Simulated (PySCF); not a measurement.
Geometry:
```csv
atom,x (Å),y (Å),z (Å)
Si1,-2.277,1.775,-0.175
Si2,-2.271,-0.198,1.094
Si3,-1.865,-2.028,-0.322
Si4,-0.117,-1.461,-1.779
C5,1.108,-0.422,-0.768
C6,2.492,-0.628,-0.764
C7,3.300,0.184,0.030
C8,2.701,1.179,0.797
C9,1.315,1.316,0.734
N10,0.543,0.542,-0.021
H11,-3.652,2.375,-0.187
H12,-1.354,2.803,0.397
H13,-1.900,1.495,-1.594
H14,-3.608,-0.414,1.743
H15,-1.254,-0.152,2.188
H16,-1.493,-3.255,0.456
H17,-3.099,-2.338,-1.113
H18,0.604,-2.648,-2.339
H19,-0.632,-0.644,-2.921
H20,2.930,-1.420,-1.376
H21,4.383,0.039,0.052
H22,3.292,1.839,1.436
H23,0.802,2.084,1.325
```

Geometry: PBE0-D3(BJ)/def2-SVP; GIAO shifts from PySCF, gas phase, non-relativistic, averaged over equivalent atoms.

At wB97X-D/pcSseg-1 (263 basis functions, 100 s wall time on 1 thread of an Arm Neoverse V1, shared host):
| atoms | δ (ppm) |
| --- | --- |
| Si4 | -69.0 |
| Si1 | -100.9 |
| Si3 | -109.3 |
| Si2 | -113.3 |
| C5 | 168.7 |
| C9 | 155.7 |
| C7 | 142.2 |
| C6 | 138.4 |
| C8 | 129.4 |
| N10 | 372.4 |
| H23 | 8.80 |
| H20 | 7.66 |
| H21 | 7.65 |
| H22 | 7.24 |
| H18/H19 | 4.65 |
| H11/H12/H13 | 3.82 |
| H16/H17 | 3.56 |
| H14/H15 | 3.44 |

Shifts are taken against calculated references (same method and geometry level): TMS for ²⁹Si (σ = 352.93 ppm), ¹³C (σ = 184.54 ppm), ¹H (σ = 31.38 ppm); ¹⁵N (σ = 263.98 ppm) against NH3.

Predict the values at PBE0/pcSseg-1 on the same geometry.

Results:


```
      atoms  δ at PBE0/pcSseg-1  change
        Si4               -69.9    -0.9
        Si1              -102.8    -1.9
        Si3              -109.2    +0.1
        Si2              -114.3    -1.0
         C5               168.3    -0.4
         C9               154.2    -1.5
         C7               140.5    -1.7
         C6               137.7    -0.7
         C8               128.5    -0.9
        N10               372.9    +0.5
        H23                8.79   -0.01
        H20                7.66   +0.00
        H21                7.61   -0.04
        H22                7.23   -0.01
    H18/H19                4.71   +0.06
H11/H12/H13                3.84   +0.02
    H16/H17                3.62   +0.06
    H14/H15                3.51   +0.07
```

Chemical shifts δ = σref − σ; ²⁹Si (351.99 ppm), ¹³C (184.41 ppm), ¹H (31.27 ppm) vs TMS; ¹⁵N (265.67 ppm) against NH3, all at this level.

The largest change is at Si1 (silicon bonded to Si, 3 H). Cost: 263 basis functions, 70 s wall time on 1 thread of an Arm Neoverse V1, shared host. The order of the carbon signals is the same at both levels.

Experimental scales use liquid or dissolved standards, which lie at an offset from isolated NH3 (liquid NH3: subtract about 20 ppm). Unscaled 15N shifts of sp2 nitrogen come out 20 to 40 ppm too high even then.
